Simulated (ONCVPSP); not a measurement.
**What the settings do to the ONCV potential of aluminium (Al)**

Base potential:

- Element: aluminium
- Generator: ONCVPSP 4.0.1
- Type: optimised norm-conserving Vanderbilt (ONCV)
- Functional: PBEsol
- Relativity: scalar-relativistic
- Frozen core: [Ne]
- Valence charge: 3
- Reference configuration: 3s2 3p1
- Partial waves: 3s: rc 2.05 bohr, ncon 4, nbas 7, qcut 2.4 1/bohr, 1 projector; 3p: rc 2.10 bohr, ncon 5, nbas 9, qcut 4.6 1/bohr, 3 projectors, debl 0.8 Ha; d scattering state at 0.03 Ha: rc 1.85 bohr, ncon 3, nbas 6, qcut 5.2 1/bohr, 3 projectors, debl 2.2 Ha
- Local potential: polynomial inside 1.25 bohr (lpopt 1, dvloc0 3 Ha)
- Core correction: none

Cutoffs, loose and tight: the cutoffs (Ha) at which the residual kinetic energy of the hardest occupied pseudo-wave falls to 1 and 0.1 mHa per electron. They do not see the model core or the augmentation charge, which bear on the density cutoff. Test errors are all-electron minus pseudo excitation energies from the reference, over the configurations 3s2 3p0; 3s1 3p0; 3s2 3p0.5; 3s1 3p1. A dash means not determined; rows that change the core or the reference have their own tests.

A true bound ghost makes a file unfit for plane-wave use even where its test errors are small: the radial tests pick states by their node count and pass the ghost by.

```tsv
change	outcome	cutoff, loose	cutoff, tight	bound ghosts	GHOST(+) flags above zero	largest test error (meV)
base	generated	18 Ha	27 Ha	p	p	+21
p: ncon 3, nbas 7	generated	18 Ha	27 Ha	p	p	+22
p: qcut 3.3	generated	18 Ha	27 Ha	p	p	+21
p: nbas 8	generated	18 Ha	27 Ha	p	p	+21
d: debl 0.2	generated	18 Ha	27 Ha	p	p, d	+21
local potential polynomial inside 1.20 bohr (lpopt 5, dvloc0 0 Ha)	generated	18 Ha	27 Ha	p	s, p, d	+39
d: rc 1.74	generated	18 Ha	27 Ha	p	p	+21
```

Problem. What comes out with this change to the base: all radii scaled by about 0.89 (s 1.82, p 1.86, d 1.64 bohr); local potential polynomial inside 1.10 bohr (lpopt 1, dvloc0 3 Ha)?

Solution. outcome: generated; cutoff, loose: 14 Ha; cutoff, tight: 40 Ha; bound ghosts: p; GHOST(+) flags above zero: p; largest test error (meV): +22.

Problem. What comes out with this change to the base: local potential polynomial inside 1.25 bohr (lpopt 1, dvloc0 -1.5 Ha)?

Solution. outcome: generated; cutoff, loose: 18 Ha; cutoff, tight: 27 Ha; bound ghosts: p; GHOST(+) flags above zero: s, p, d; largest test error (meV): +33.

Problem. What comes out with this change to the base: reference 3s1.5 3p1.5; s: rc 1.85, qcut 2.7?

Solution. outcome: generated; cutoff, loose: 11 Ha; cutoff, tight: 29 Ha; bound ghosts: p; GHOST(+) flags above zero: p; largest test error (meV): +12.
